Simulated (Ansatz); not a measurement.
## Worked example: a bond strength in CH3AlF2O (SMILES C[O][Al]([F])[F])

CH3AlF2O has 8 atoms, charge 0, and is taken as a singlet. SMILES: `C[O][Al]([F])[F]`. Geometry: optimised at PBE0/def2-SVP.

```csv
atom,x (Å),y (Å),z (Å)
C,-0.2460,0.9100,0.8949
O,-0.4020,-0.2801,0.1933
Al,0.2477,-1.1661,-1.0614
F,-0.4234,-2.6185,-1.4572
F,1.5492,-0.6485,-1.9366
H,0.5970,1.5199,0.5233
H,-0.0683,0.7051,1.9646
H,-1.1619,1.5213,0.8231
```

Wanted: the dissociation energy of the H7–C1 bond into doublet H and doublet CH2AlF2O (shapes relaxed at PBE0/def2-SVP, no zero-point term). 1 Eh = 2625.50 kJ/mol = 27.2114 eV. Totals in Eh; open shells run unrestricted unless said.

| level | program | CH3AlF2O | doublet H | doublet CH2AlF2O |
| --- | --- | --- | --- | --- |
| PBE/def2-SVP | Ansatz | -556.647627 | -0.498629 | -555.992343 |
| r2SCAN/def2-SVP | Ansatz | -556.943100 | -0.499209 | -556.287951 |
| wB97M-V/def2-SVP | Ansatz | -557.005592 | -0.491712 | -556.348651 |

Task: Work out the dissociation energy at each level.

Result: 
1. PBE/def2-SVP: (-0.498629) + (-555.992343) − (-556.647627) = 0.156655 Eh = 411.3 kJ/mol = 4.26 eV.
2. r2SCAN/def2-SVP: (-0.499209) + (-556.287951) − (-556.943100) = 0.155940 Eh = 409.4 kJ/mol = 4.24 eV.
3. wB97M-V/def2-SVP: (-0.491712) + (-556.348651) − (-557.005592) = 0.165229 Eh = 433.8 kJ/mol = 4.50 eV.

The levels span 409 to 434 kJ/mol; no measured value is set beside them. A bond enthalpy at 298 K also holds the loss of zero-point energy and thermal terms.
